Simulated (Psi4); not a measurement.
C₂H₅S (SMILES CC[S-]), charge -1, singlet, at a GFN2-xTB geometry (a gas-phase anion, which may not be bound at this level); CAM-B3LYP/STO-3G in Psi4 1.11.

The Psi4 input:
```
memory 2 GB

molecule mol {
-1 1
C     1.478516    0.680608   -0.016308
C    -0.042451    0.783498    0.002695
S    -0.840178   -0.838090    0.008016
H    -0.360887    1.341652    0.896628
H    -0.382751    1.346578   -0.880024
H     1.949448    1.670861   -0.019357
H     1.821177    0.130413    0.859526
H     1.799483    0.135301   -0.903345
}

set {
  basis sto-3g
  reference rks
}

energy('cam-b3lyp')
print_variables()
```

**Question.** What does Psi4 print? Leave out banner, timings and long lists.

**Answer.** 
```
   => Loading Basis Set <=

    Name: STO-3G
    Role: ORBITAL
    Keyword: BASIS

         ---------------------------------------------------------
                                   SCF
               by Justin Turney, Rob Parrish, Andy Simmonett
                          and Daniel G. A. Smith
                              RKS Reference
         ---------------------------------------------------------

  ==> Geometry <==

    Molecular point group: c1
    Full point group: C1

    Geometry (in Angstrom), charge = -1, multiplicity = 1:

       Center              X                  Y                   Z               Mass
    ------------   -----------------  -----------------  -----------------  -----------------
         C            1.556619918921     0.755433723090    -0.017061889415    12.000000000000
         C            0.035652918921     0.858323723090     0.001941110585    12.000000000000
         S           -0.762074081079    -0.763264276910     0.007262110585    31.972071174400
         H           -0.282783081079     1.416477723090     0.895874110585     1.007825032230
         H           -0.304647081079     1.421403723090    -0.880777889415     1.007825032230
         H            2.027551918921     1.745686723090    -0.020110889415     1.007825032230
         H            1.899280918921     0.205238723090     0.858772110585     1.007825032230
         H            1.877586918921     0.210126723090    -0.904098889415     1.007825032230

  Running in c1 symmetry.

  Rotational constants: A =      1.06247  B =      0.18494  C =      0.16740 [cm^-1]
  Rotational constants: A =  31852.03419  B =   5544.40711  C =   5018.49167 [MHz]
  Nuclear repulsion =   98.191313559824593

  Charge       = -1
  Multiplicity = 1
  Electrons    = 34
  Nalpha       = 17
  Nbeta        = 17

  ==> Algorithm <==

  SCF Algorithm Type is DF.
  DIIS enabled.
  MOM disabled.
  Fractional occupation disabled.
  Guess Type is SAD.
  Energy threshold   = 1.00e-06
  Density threshold  = 1.00e-06
  Integral threshold = 1.00e-12

  ==> Primary Basis <==

  Basis Set: STO-3G
    Blend: STO-3G
    Number of shells: 16
    Number of basis functions: 24
    Number of Cartesian functions: 24
    Spherical Harmonics?: true
    Max angular momentum: 1

  ==> DFT Potential <==

   => LibXC <=

    Version 7.1.2
    S. Lehtola, C. Steigemann, M. J. T. Oliveira, and M. A. L. Marques,  SoftwareX 7, 1–5 (2018) (10.1016/j.softx.2017.11.002)

   => Composite Functional: CAM-B3LYP <=

    CAM-B3LYP Hyb-GGA Exchange-Correlation Functional

    T. Yanai, D. P. Tew, and N. C. Handy,  Chem. Phys. Lett. 393, 51 (2004) (10.1016/j.cplett.2004.06.011)

    Deriv               =              1
    GGA                 =           TRUE
    Meta                =          FALSE

    Exchange Hybrid     =           TRUE
    MP2 Hybrid          =          FALSE

   => Exchange Functionals <=

    0.3500         Becke 88 [omega = 0.3300]
    0.4600   Short-range recipe for B88 functional - erf [omega = 0.3300]

   => Exact (HF) Exchange <=

    0.4600            HF,LR [omega = 0.3300]
    0.1900               HF

   => Correlation Functionals <=

    0.1900   Vosko, Wilk & Nusair (VWN5)
    0.8100   Lee, Yang & Parr

   => LibXC Density Thresholds  <==

    XC_HYB_GGA_XC_CAM_B3LYP:  1.00E-14

   => Molecular Quadrature <=

    Radial Scheme          =       TREUTLER
    Pruning Scheme         =           NONE
    Nuclear Scheme         =       TREUTLER

    Blocking Scheme        =         OCTREE
    BS radius alpha        =              1
    Pruning alpha          =              1
    Radial Points          =             75
    Spherical Points       =            302
    Total Points           =         169906
    Total Blocks           =           1335
    Max Points             =            256
    Max Functions          =             23
    Weights Tolerance      =       1.00E-15

   => Loading Basis Set <=

    Name: (STO-3G AUX)
    Role: JKFIT
    Keyword: DF_BASIS_SCF

  ==> Integral Setup <==

  SCF_SUBTYPE=INCORE selected. In-core MEM_DF algorithm will be used.
  Using in-core AOs.

  ==> MemDFJK: Density-Fitted J/K Matrices <==

    J tasked:                   Yes
    K tasked:                   Yes
    wK tasked:                  Yes
    Omega:                3.300E-01
    Algorithm:                 Core
    Schwarz Cutoff:           1E-12
    Mask sparsity (%):       2.0833
    Fitting Condition:        1E-10

   => Auxiliary Basis Set <=

  Basis Set: (STO-3G AUX)
    Blend: DEF2-UNIVERSAL-JKFIT
    Number of shells: 118
    Number of basis functions: 368
    Number of Cartesian functions: 433
    Spherical Harmonics?: true
    Max angular momentum: 4

  Minimum eigenvalue in the overlap matrix is 2.1252266805E-01.
  Reciprocal condition number of the overlap matrix is 8.7722705214E-02.
    Using symmetric orthogonalization.

  ==> Pre-Iterations <==

  SCF Guess: Superposition of Atomic Densities via on-the-fly atomic UHF (no occupation information).

   -------------------------
    Irrep   Nso     Nmo
   -------------------------
     A         24      24
   -------------------------
    Total      24      24
   -------------------------

  ==> Iterations <==

                           Total Energy        Delta E     RMS |[F,P]|

   @DF-RKS iter SAD:  -470.04670427500253   -4.70047e+02   0.00000e+00
   @DF-RKS iter   1:  -471.73203581415618   -1.68533e+00   9.71245e-03 ADIIS/DIIS
   @DF-RKS iter   2:  -471.78070533095644   -4.86695e-02   5.76934e-03 ADIIS/DIIS
   @DF-RKS iter   3:  -471.79349660501867   -1.27913e-02   1.20645e-03 ADIIS/DIIS
   @DF-RKS iter   4:  -471.79406681448745   -5.70209e-04   1.22565e-04 ADIIS/DIIS
   @DF-RKS iter   5:  -471.79407828638335   -1.14719e-05   3.65394e-05 DIIS
   @DF-RKS iter   6:  -471.79407895117492   -6.64792e-07   8.52112e-06 DIIS
   @DF-RKS iter   7:  -471.79407900119577   -5.00208e-08   5.35811e-07 DIIS
  Energy and wave function converged.

  ==> Post-Iterations <==

   Electrons on quadrature grid:
      Ntotal   =   33.9999574662 ; deviation = -4.253e-05

    Orbital Energies [Eh]
    ---------------------

    Doubly Occupied:

       1A    -87.124290     2A     -9.856815     3A     -9.780838
       4A     -7.072037     5A     -5.028513     6A     -5.006448
       7A     -5.006146     8A     -0.572814     9A     -0.426197
      10A     -0.269479    11A     -0.254882    12A     -0.204020
      13A     -0.153942    14A     -0.142342    15A      0.044627
      16A      0.241638    17A      0.243420

    Virtual:

      18A      0.678017    19A      0.697347    20A      0.728463
      21A      0.755660    22A      0.788233    23A      0.811227
      24A      0.825307

    Final Occupation by Irrep:
              A
    DOCC [    17 ]
    NA   [    17 ]
    NB   [    17 ]

  @DF-RKS Final Energy:  -471.79407900119577

   => Energetics <=

    Nuclear Repulsion Energy =             98.1913135598245930
    One-Electron Energy =                -859.2345561459460441
    Two-Electron Energy =                 318.3886158936845732
    DFT Exchange-Correlation Energy =     -29.1394523087589192
    Empirical Dispersion Energy =           0.0000000000000000
    VV10 Nonlocal Energy =                  0.0000000000000000
    Total Energy =                       -471.7940790011957688

Computation Completed

Properties will be evaluated at   0.000000,   0.000000,   0.000000 [a0]

Properties computed using the SCF density matrix

 Multipole Moments:

 ------------------------------------------------------------------------------------
     Multipole            Electronic (a.u.)      Nuclear  (a.u.)        Total (a.u.)
 ------------------------------------------------------------------------------------

 L = 1.  Multiply by 2.5417464519 to convert [e a0] to [Debye]
 Dipole X            :         -3.9488942            4.8706582            0.9217640
 Dipole Y            :         -3.9192639            4.6662060            0.7469421
 Dipole Z            :          0.0377297           -0.0470019           -0.0092722
 Magnitude           :                                                    1.1864474

 ------------------------------------------------------------------------------------

  Variable Map:
  ----------------------------------------------------------------------------
  "CURRENT ENERGY"              =>    -471.794079001196
  "CURRENT REFERENCE ENERGY"    =>    -471.794079001196
  "DD SOLVATION ENERGY"         =>       0.000000000000
  "DFT FUNCTIONAL TOTAL ENERGY" =>    -471.794079001196
  "DFT TOTAL ENERGY"            =>    -471.794079001196
  "DFT VV10 ENERGY"             =>       0.000000000000
  "DFT XC ENERGY"               =>     -29.139452308759
  "GRID ELECTRONS ALPHA"        =>      16.999978733075
  "GRID ELECTRONS BETA"         =>      16.999978733075
  "GRID ELECTRONS TOTAL"        =>      33.999957466151
  "NUCLEAR REPULSION ENERGY"    =>      98.191313559825
  "ONE-ELECTRON ENERGY"         =>    -859.234556145946
  "PCM POLARIZATION ENERGY"     =>       0.000000000000
  "PE ENERGY"                   =>       0.000000000000
  "SCF ITERATION ENERGY"        =>    -471.794079001196
  "SCF ITERATIONS"              =>       7.000000000000
  "SCF TOTAL ENERGY"            =>    -471.794079001196
  "TWO-ELECTRON ENERGY"         =>     318.388615893685
  "XC GRID RADIAL POINTS"       =>      75.000000000000
  "XC GRID SPHERICAL POINTS"    =>     302.000000000000
  "XC GRID TOTAL POINTS"        =>  169906.000000000000

  Array Variable Map:
  ----------------------------------------------------------------------------
  "CURRENT DIPOLE"              =>       0.921764037889 ... -0.009272194600 1 by 3
  "SCF DIPOLE"                  =>       0.921764037889 ... -0.009272194600 1 by 3
  "SCF TOTAL ENERGIES"          =>    -470.046704275003 ... -471.794079001196 1 by 8
```
